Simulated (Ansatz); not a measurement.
Reaction (formal exchange of groups at a C–N bond): `C=NCC` + `[CH3][GeH3]` → `C[CH2][GeH2][CH3]` + `C=N`

Isolated molecules relaxed with PBE0-D4/def2-TZVP in Ansatz; ΔE leaves out vibrations. CCSD(T)/CBS adds triple-zeta CCSD(T) − MP2 to the extrapolated MP2 energy (def2 sets, frozen cores). This one scheme is used for every species. Functionals use def2-TZVPP. B3LYP here is the variant with VWN-RPA as its local correlation; programs differ in this. For Ge outer-core shells are correlated without core-valence functions, which leaves a few kJ/mol of doubt a bond. Scalar relativity is left out up to krypton. Each species was taken in one conformer, which may not be the lowest.

| level | ΔE (kJ/mol) | difference from CCSD(T)/CBS |
| --- | --- | --- |
| revPBE-D4 | -22.5 | 8.1 |
| BLYP-D4 | -22.0 | 8.6 |
| PBE0-D4 | -24.0 | 6.6 |
| PBE-QIDH | -26.1 | 4.5 |
| B3LYP | -19.0 | 11.6 |
| HF/def2-SVP | -10.1 | 20.5 |
| MP2/def2-SVP | -15.8 | 14.8 |
| MP2/def2-TZVPP | -32.2 | -1.6 |
| MP2/def2-QZVPP | -32.1 | -1.5 |
| CCSD/CBS(def2) | -30.3 | 0.3 |
| CCSD(T)/CBS | -30.6 | 0 |

Largest T1 diagnostic among the species: 0.012.

Leaving LDA and LC-ωPBE aside and taking each functional with its dispersion term where it has one, the values, not all of them listed here, spread over 8.3 kJ/mol, from ωB97M-V to B97M-V. LDA lies +8.7 kJ/mol from PBE without D4. The D4 term adds −4.0 kJ/mol with B3LYP and −2.4 kJ/mol with PBE0; it sums over pairs of atoms, weighted by their polarisabilities, and B3LYP, whose exchange is more repulsive, gets the larger term. At CCSD(T), def2-SVP lies +17.4 kJ/mol from the extrapolated value and def2-TZVPP +0.4 kJ/mol.
